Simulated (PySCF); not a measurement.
C3H6Cl (SMILES [CH2]CCCl), doublet, at a GFN2-xTB geometry. Base run: M062X/6-31G (PySCF).

Input for PySCF:
```python
from pyscf import gto, scf, dft

mol = gto.Mole()
mol.atom = '''
    C     1.01004519   -0.59141257    0.01804838
    C     2.39623104   -0.09879675   -0.00017113
    C     0.02437817    0.59306770   -0.01533662
    H     0.81435877   -1.16953832    0.92361527
    H     0.80953602   -1.21837179   -0.85418657
    Cl   -1.66354710    0.01486371   -0.00038923
    H     2.86745217    0.16131528   -0.92770128
    H     2.89985337    0.14732831    0.91380985
    H     0.15203642    1.22921107    0.85976434
    H     0.15313749    1.18022195   -0.92392847
'''
mol.basis = '6-31g'
mol.spin = 1
mol.verbose = 3
mol.build()

mf = dft.UKS(mol)
mf.xc = 'm062x'
mf.kernel()
```

The base run was repeated with changes; each row names its change, and settings that it needs were set with it.

| change | ΔE vs base (mEh) | fitting functions | dipole (D) |
|---|---|---|---|
| base | 0.000 | - | 2.40 |
| auxbasis = autoaux | -2.539 | 406 | 2.41 |
| auxbasis = even-tempered beta=1.6 | -2.375 | 581 | 2.41 |
| auxbasis = cc-pvqz-jkfit | -0.009 | 772 | 2.40 |
| auxbasis = default (with mf = mf.density_fit()) | 0.015 | 460 | 2.40 |
| auxbasis = def2-tzvp-ri | -16.115 | 431 | 2.40 |
| exchange = seminumerical (SGX) (with mf = sgx.sgx_fit(mf, auxbasis='def2-universal-jfit'); with mf.with_df.dfj = True) | -0.111 | 264 | 2.39 |
| auxbasis = even-tempered beta=2.0 | -2.747 | 390 | 2.41 |
| auxbasis = even-tempered beta=3.0 | -5.585 | 261 | 2.41 |
| only_dfj = on; auxbasis = def2-universal-jfit | -0.117 | 264 | 2.39 |

A fitting set is made for a task (jfit for Coulomb, jkfit for Coulomb and exchange, ri for correlation) and for a family of orbital bases.

Open shells are given as the SCF converged; they aren't shown to be the lowest states, and a large step between rows can be another state.
